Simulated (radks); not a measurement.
Task: Nb5+, 36 electrons, occupied as [Kr] (the NIST ground configuration). Method: scalar-relativistic Kohn-Sham, r2SCAN, spin-polarised, spherical densities, finite nucleus; meta-GGA in the generalised Kohn-Sham scheme; Fermi nuclear charge, rms radius 4.324 fm; computed with a radial shooting solver on a logarithmic mesh with Libxc functionals. Some entries of the table are withheld. Estimate them.

orbital,occ.,eigenvalue (hartree),<1/r> (bohr^-1)
1s,2,-695.1108,42.39
2s,2,(1),9.543
2p,6,-89.20647,9.272
3s,2,-18.79186,3.264
3p,6,-15.31924,(2)
3d,10,-9.66488,2.857
4s,2,-4.43679,1.203
4p,6,(3),1.088

Result: 
(1) 2s eigenvalue (hartree): -99.72124
(2) 3p <1/r> (bohr^-1): 3.097
(3) 4p eigenvalue (hartree): -3.48421
